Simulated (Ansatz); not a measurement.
Ansatz (an electronic-structure program) input (B3LYP-D3(BJ)/def2-TZVP):

Ansatz 0.2 input:
```yaml
crystal:
  periodic: [false, false, false]
  atoms:
    - {symbol: Ge, position_ang: [-0.31566085, -0.13861252, -0.25058691]}
    - {symbol: O, position_ang: [1.13937697, 0.38824038, 0.88037767]}
    - {symbol: H, position_ang: [0.98613152, 1.32967773, 0.97575993]}
basis:
  gaussian:
    orbitals: def2-TZVP
hamiltonian:
  xc: b3lyp
  dispersion: d3bj
total_charge: -1
phonons: {temperatures: {t_min: 298.15, t_max: 298.15, t_step: 100}}
```

Output:

```
Functional definition: B3LYP
integrals: 0.02 GiB planned
584 factors; their error is unknown
mean field: 0.20 GiB planned
mean field evaluation 1: about -58580.3281 eV, gradient 3.2e1 eV
mean field evaluation 2: about -58575.9447 eV, gradient 6.0e1 eV
mean field evaluation 4: about -58582.4438 eV, gradient 3.4e0 eV
mean field evaluation 8: about -58582.6775 eV, gradient 3.1e-2 eV
mean field evaluation 16: about -58582.6775 eV, gradient 9.6e-6 eV
mean field evaluation 32: about -58582.1723 eV, gradient 1.1e0 eV
mean field -58582.67750018 eV, -2152.8736893665 hartree, gradient 1.3e-5 eV, S^2 0.000000; 4 other end points of the search recorded, 0 dependent functions left out
the calculation of the forces begins
reference -58582.67766874 eV, -2152.8736955610 hartree; 21, 21 occupied and 64, 64 virtual orbitals, 584 factors
these checks for a lower state are left out or cut short: stability, starts, cluster_reference, orbital_swaps, neighbouring_geometries, increment
integrals: 0.02 GiB planned
584 factors; their error is unknown
mean field: 0.20 GiB planned
mean field -58582.67745534 eV, -2152.8736877187 hartree, gradient 1.1e-6 eV, S^2 0.000000; 0 other end points of the search recorded, 0 dependent functions left out
the calculation of the forces begins
reference -58582.67762392 eV, -2152.8736939141 hartree; 21, 21 occupied and 64, 64 virtual orbitals, 584 factors
these checks for a lower state are left out or cut short: stability, starts, cluster_reference, orbital_swaps, neighbouring_geometries, increment
integrals: 0.02 GiB planned
584 factors; their error is unknown
mean field: 0.20 GiB planned
mean field -58582.67746843 eV, -2152.8736881997 hartree, gradient 1.1e-6 eV, S^2 0.000000; 0 other end points of the search recorded, 0 dependent functions left out
the calculation of the forces begins
reference -58582.67763696 eV, -2152.8736943932 hartree; 21, 21 occupied and 64, 64 virtual orbitals, 584 factors
these checks for a lower state are left out or cut short: stability, starts, cluster_reference, orbital_swaps, neighbouring_geometries, increment
integrals: 0.02 GiB planned
584 factors; their error is unknown
mean field: 0.20 GiB planned
mean field evaluation 64: about -58582.6775 eV, gradient 2.2e-6 eV
mean field -58582.67750041 eV, -2152.8736893752 hartree, gradient 2.2e-6 eV, S^2 0.000000; 0 other end points of the search recorded, 0 dependent functions left out
the calculation of the forces begins
reference -58582.67766895 eV, -2152.8736955689 hartree; 21, 21 occupied and 64, 64 virtual orbitals, 584 factors
these checks for a lower state are left out or cut short: stability, starts, cluster_reference, orbital_swaps, neighbouring_geometries, increment
integrals: 0.02 GiB planned
584 factors; their error is unknown
mean field: 0.21 GiB planned
mean field -58582.67749411 eV, -2152.8736891435 hartree, gradient 2.0e-6 eV, S^2 0.000000; 0 other end points of the search recorded, 0 dependent functions left out
the calculation of the forces begins
reference -58582.67766269 eV, -2152.8736953388 hartree; 21, 21 occupied and 64, 64 virtual orbitals, 584 factors
these checks for a lower state are left out or cut short: stability, starts, cluster_reference, orbital_swaps, neighbouring_geometries, increment
integrals: 0.02 GiB planned
584 factors; their error is unknown
mean field: 0.20 GiB planned
mean field -58582.67746131 eV, -2152.8736879381 hartree, gradient 1.2e-6 eV, S^2 0.000000; 0 other end points of the search recorded, 0 dependent functions left out
the calculation of the forces begins
reference -58582.67762988 eV, -2152.8736941331 hartree; 21, 21 occupied and 64, 64 virtual orbitals, 584 factors
these checks for a lower state are left out or cut short: stability, starts, cluster_reference, orbital_swaps, neighbouring_geometries, increment
integrals: 0.02 GiB planned
584 factors; their error is unknown
mean field: 0.21 GiB planned
mean field -58582.67745772 eV, -2152.8736878061 hartree, gradient 1.1e-6 eV, S^2 0.000000; 0 other end points of the search recorded, 0 dependent functions left out
the calculation of the forces begins
reference -58582.67762626 eV, -2152.8736940000 hartree; 21, 21 occupied and 64, 64 virtual orbitals, 584 factors
these checks for a lower state are left out or cut short: stability, starts, cluster_reference, orbital_swaps, neighbouring_geometries, increment
integrals: 0.02 GiB planned
584 factors; their error is unknown
mean field: 0.20 GiB planned
mean field evaluation 96: about -58582.6774 eV, gradient 2.9e-6 eV
mean field -58582.67741650 eV, -2152.8736862915 hartree, gradient 2.9e-6 eV, S^2 0.000000; 0 other end points of the search recorded, 0 dependent functions left out
the calculation of the forces begins
reference -58582.67758506 eV, -2152.8736924860 hartree; 21, 21 occupied and 64, 64 virtual orbitals, 584 factors
these checks for a lower state are left out or cut short: stability, starts, cluster_reference, orbital_swaps, neighbouring_geometries, increment
integrals: 0.02 GiB planned
584 factors; their error is unknown
mean field: 0.20 GiB planned
mean field -58582.67741660 eV, -2152.8736862952 hartree, gradient 2.9e-6 eV, S^2 0.000000; 0 other end points of the search recorded, 0 dependent functions left out
the calculation of the forces begins
reference -58582.67758516 eV, -2152.8736924897 hartree; 21, 21 occupied and 64, 64 virtual orbitals, 584 factors
these checks for a lower state are left out or cut short: stability, starts, cluster_reference, orbital_swaps, neighbouring_geometries, increment
integrals: 0.02 GiB planned
584 factors; their error is unknown
mean field: 0.20 GiB planned
mean field -58582.67749732 eV, -2152.8736892616 hartree, gradient 1.1e-6 eV, S^2 0.000000; 0 other end points of the search recorded, 0 dependent functions left out
the calculation of the forces begins
reference -58582.67766584 eV, -2152.8736954544 hartree; 21, 21 occupied and 64, 64 virtual orbitals, 584 factors
these checks for a lower state are left out or cut short: stability, starts, cluster_reference, orbital_swaps, neighbouring_geometries, increment
integrals: 0.02 GiB planned
584 factors; their error is unknown
mean field: 0.20 GiB planned
mean field -58582.67748782 eV, -2152.8736889122 hartree, gradient 1.2e-6 eV, S^2 0.000000; 0 other end points of the search recorded, 0 dependent functions left out
the calculation of the forces begins
reference -58582.67765642 eV, -2152.8736951083 hartree; 21, 21 occupied and 64, 64 virtual orbitals, 584 factors
these checks for a lower state are left out or cut short: stability, starts, cluster_reference, orbital_swaps, neighbouring_geometries, increment
integrals: 0.02 GiB planned
584 factors; their error is unknown
mean field: 0.21 GiB planned
mean field evaluation 128: about -58582.6774 eV, gradient 2.9e-6 eV
mean field -58582.67741637 eV, -2152.8736862865 hartree, gradient 2.9e-6 eV, S^2 0.000000; 0 other end points of the search recorded, 0 dependent functions left out
the calculation of the forces begins
reference -58582.67758495 eV, -2152.8736924818 hartree; 21, 21 occupied and 64, 64 virtual orbitals, 584 factors
these checks for a lower state are left out or cut short: stability, starts, cluster_reference, orbital_swaps, neighbouring_geometries, increment
integrals: 0.02 GiB planned
584 factors; their error is unknown
mean field: 0.20 GiB planned
mean field -58582.67742258 eV, -2152.8736865148 hartree, gradient 2.9e-6 eV, S^2 0.000000; 0 other end points of the search recorded, 0 dependent functions left out
the calculation of the forces begins
reference -58582.67759112 eV, -2152.8736927085 hartree; 21, 21 occupied and 64, 64 virtual orbitals, 584 factors
Total energy: -58582.73519494 eV, -2152.8758096098 hartree
Atom 0 at    -0.315661    -0.138613    -0.250587 Å, force    -0.000407    -0.000241    -0.000336 eV/Å
Atom 1 at     1.139377     0.388240     0.880378 Å, force     0.000343    -0.000256     0.000184 eV/Å
Atom 2 at     0.986132     1.329678     0.975760 Å, force     0.000064     0.000497     0.000152 eV/Å
Dipole moment:    -0.053852     0.234925     0.012883 e Å
Vibrations: 515.45 789.33 3858.61 cm⁻¹, zero-point energy 0.320089 eV
```
